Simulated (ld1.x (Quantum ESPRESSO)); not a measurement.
## In: excitation energies, all-electron against PAW

```
Element                 : In
Generator               : ld1.x (Quantum ESPRESSO) 7.5
Type                    : PAW
Functional              : PBEsol
Relativity              : non-relativistic
Frozen core             : [Kr]
Valence charge          : 13
Reference configuration : 4d10 5s1.75 5p1.25
Partial waves           : 5s (bound): rcut 1.65, rcutus 2.30 bohr; 5s channel at 1.75 Ry: rcut 1.65, rcutus 2.30 bohr; 5p (bound): rcut 2.75, rcutus 2.95 bohr; 5p channel at 2 Ry: rcut 2.75, rcutus 2.95 bohr; 4d (bound): rcut 1.50, rcutus 1.65 bohr; 4d channel at 0.95 Ry: rcut 1.50, rcutus 1.65 bohr
Local potential         : all-electron potential smoothed inside 1.55 bohr (lloc = -1)
Core correction         : Bessel-smoothed model core inside 1.05 bohr
Augmentation charge     : BESSEL, radius 1.55 bohr
```

Energies are relative to the spin-unpolarised reference configuration 4d10 5s1.75 5p1.25; without spin polarisation the order of configurations can differ from experiment.

| valence configuration | charge | ΔE all-electron (eV) | error AE − PS (meV) |
| --- | --- | --- | --- |
| 4d10 5s2 5p1 | 0 | -1.278 | +0.1 |
| 4d10 5s2 5p0 | +1 | 4.156 | +2.2 |
| 4d10 5s1 5p0 | +2 | 22.569 | +6.5 |
| 4d10 5s2 5p0.5 | +0.5 | 0.704 | +0.4 |
| 4d9 5s2 5p1 | +1 | 25.044 | -89 |

Question: What are ΔE and the potential's error for 4d10 5s0 5p0?

Answer: ΔE = 49.621 eV all-electron; the error (AE − PS) is +12 meV.

Question: What are ΔE and the potential's error for 4d10 5s0 5p3?

Answer: ΔE = 9.309 eV all-electron; the error (AE − PS) is +1.3 meV.

Levels in the configuration 4d9 5s2 5p1:

```tsv
level	all-electron (eV)	pseudo (eV)
4d	-33.285	-33.460
5s	-16.667	-16.675
5p	-10.195	-10.236
```

Note: ghost state, extra bound levels that the all-electron valence spectrum of the same l lacks: s at -71.3 eV. A true bound ghost makes a file unfit for plane-wave use.
